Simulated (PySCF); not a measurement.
# Computed records: CH₃BNO, CH₅BNSi, B₂H₄NSi, BH₄N₂Si

All values are calculated (PySCF 2.14.0). Calculation on a computer-drawn molecule: optimised geometry and harmonic frequencies of an isolated molecule of the commonest isotopes, restricted reference for singlets and unrestricted otherwise, frozen core in MP2.

(1) CH₃BNO

Start structure:
```xyz
7
CH3BNO
B      1.2755     0.5320     0.0020
N      0.1247     0.9386    -0.0699
C     -1.2685     1.4524    -0.2581
O     -1.5608     1.8190    -1.4786
H      2.3814     0.1403     0.0760
H     -1.3367     2.2634     0.5056
H     -1.8938     0.6206     0.1456
```

* charge: -1
* multiplicity: 1
* method: MP2
* basis: aug-cc-pVDZ
* rotational constants: 37.19, 4.734, 4.317 GHz
* total energy: -194.2174 hartree
* convergence status largest gradient component: 1.746e-05 hartree/bohr

Drawn bonds:
```
atom  other atom  order
   1           2      2
   2           3      1
   3           4      1
   1           5      1
   3           6      1
   3           7      1
```

Optimised structure:
```xyz
7
CH3BNO
B      1.3112     0.5180     0.0106
N      0.1176     0.9358    -0.0473
C     -1.2955     1.4622    -0.2614
O     -1.5661     1.8267    -1.5053
H      2.4265     0.1283     0.0620
H     -1.3527     2.2823     0.5150
H     -1.9192     0.6130     0.1491
```

Modes:
```
frequency (cm⁻¹)  reduced mass (dalton)
           168.4                  4.467
           227.1                  3.046
           464.8                  8.769
           637.1                  1.309
           645.6                  1.352
           718.7                  6.303
            1099                  1.646
            1231                  7.359
            1249                  1.057
            1372                  1.133
            1473                  1.123
            1797                  5.269
            2707                  1.102
            2745                  1.043
            2834                   1.18
```

(2) CH₅BNSi

Start structure:
```xyz
9
CH5BNSi
B     -0.9267     0.0643    -0.3805
N      0.1139    -0.5400    -0.3627
C      1.2596    -1.3833    -0.4305
Si     1.0152    -2.9961    -1.4575
H     -1.8959     0.7347    -0.3099
H      2.1421    -0.7971    -0.8321
H      1.6002    -1.6955     0.5805
H      2.1805    -3.8858    -1.4444
H     -0.2155    -3.6132    -1.2278
```

- charge: 0
- multiplicity: 2
- method: HF
- basis: cc-pV(D+d)Z
- rotational constants: 20.16, 3.078, 2.751 GHz
- total energy: -408.8100 hartree
- spin squared: 0.7536
- convergence status largest gradient component: 1.149e-05 hartree/bohr

Drawn bonds:
```
atom  other atom  order
   1           2      2
   2           3      1
   3           4      1
   1           5      1
   3           6      1
   3           7      1
   4           8      1
   4           9      1
```

Optimised structure:
```xyz
9
CH5BNSi
B     -0.9018     0.1145    -0.3689
N      0.1094    -0.5789    -0.3874
C      1.2579    -1.4047    -0.4273
Si     0.9956    -2.9352    -1.5333
H     -1.8657     0.7815    -0.3481
H      2.1219    -0.8422    -0.7930
H      1.5159    -1.7445     0.5814
H      2.2160    -3.7839    -1.5167
H     -0.1759    -3.7187    -1.0716
```

Modes:
```
frequency (cm⁻¹)  reduced mass (dalton)
           146.5                  2.453
           172.4                  1.333
             281                  2.626
           372.3                  4.372
           590.2                  1.217
           612.6                   1.55
           796.2                   1.41
           800.1                  1.841
           805.6                  1.339
           901.3                  1.393
             992                  1.062
            1046                   4.36
            1327                  1.113
            1363                  1.343
            1569                  1.087
            2106                  4.851
            2278                  1.035
            2299                  1.049
            2991                  1.222
            3158                   1.06
            3202                  1.103
```

(3) B₂H₄NSi

Start structure:
```xyz
8
B2H4NSi
B     -2.9846    -1.8984     0.6494
N     -1.8173    -1.2766     0.6135
B     -0.7007    -0.6188     0.5799
Si     1.0278     0.2899     0.5499
H     -3.9592    -2.4046     0.6861
H      0.7786     1.6358     0.0301
H      1.9119    -0.4690    -0.3305
H      1.5546     0.2699     1.8899
```

- charge: 1
- multiplicity: 1
- method: HF
- basis: cc-pV(D+d)Z
- rotational constants: 82.49, 2.044, 2.044 GHz
- total energy: -394.8754 hartree
- convergence status largest gradient component: 3.795e-06 hartree/bohr

Drawn bonds:
```
atom  other atom  order
   1           2      2
   2           3      1
   3           4      1
   1           5      1
   4           6      1
   4           7      1
   4           8      1
```

Optimised structure:
```xyz
8
B2H4NSi
B     -2.9800    -1.8841     0.6500
N     -1.8538    -1.2765     0.6195
B     -0.7116    -0.6603     0.5886
Si     1.1006     0.3172     0.5396
H     -4.0078    -2.4386     0.6778
H      0.7778     1.6580     0.0324
H      1.9238    -0.4868    -0.3741
H      1.5621     0.2993     1.9345
```

Modes:
```
frequency (cm⁻¹)  reduced mass (dalton)
           110.6                  3.489
           110.6                  3.489
           296.9                  3.274
           296.9                  3.274
           422.9                  8.488
           658.8                   1.42
           658.8                   1.42
           832.4                  1.348
           832.4                  1.348
           954.6                  1.099
            1003                  1.038
            1003                  1.038
            1394                  6.736
            2044                   7.83
            2371                  1.013
            2391                  1.054
            2391                  1.054
            3020                  1.166
```

(4) BH₄N₂Si

Start structure:
```xyz
8
BH4N2Si
B      1.5116    -0.5982     0.7457
N      1.9341     0.4560     0.1984
Si     2.6741     1.6769    -0.6368
N      2.3475     3.2539    -0.1066
H      0.9870    -1.5032     1.2627
H      3.5896     1.4526    -1.6925
H      2.7022     4.1137    -0.4327
H      1.6452     3.4407     0.7330
```

- charge: 1
- multiplicity: 1
- method: HF
- basis: cc-pV(D+d)Z
- rotational constants: 27.37, 3.5, 3.103 GHz
- total energy: -424.6929 hartree
- convergence status largest gradient component: 1.69e-05 hartree/bohr

Drawn bonds:
```
atom  other atom  order
   1           2      2
   2           3      1
   3           4      1
   1           5      1
   3           6      1
   4           7      1
   4           8      1
```

Optimised structure:
```xyz
8
BH4N2Si
B      1.4707    -0.6080     0.7361
N      1.9467     0.4464     0.2233
Si     2.6277     1.7065    -0.5271
N      2.3244     3.2470    -0.0775
H      1.0265    -1.5773     1.2154
H      3.5439     1.5297    -1.6396
H      2.7405     4.0403    -0.5348
H      1.7108     3.5079     0.6754
```

Modes:
```
frequency (cm⁻¹)  reduced mass (dalton)
           129.6                  3.292
           164.8                   3.21
           326.5                  3.757
           497.8                  1.217
           614.5                  1.326
           691.6                  1.119
           783.5                  1.524
             833                  1.362
           838.8                  1.357
             854                  2.217
           976.5                  1.435
            1106                  5.395
            1675                  1.137
            1905                   5.96
            2489                  1.045
            3015                  1.173
            3747                  1.051
            3845                  1.099
```
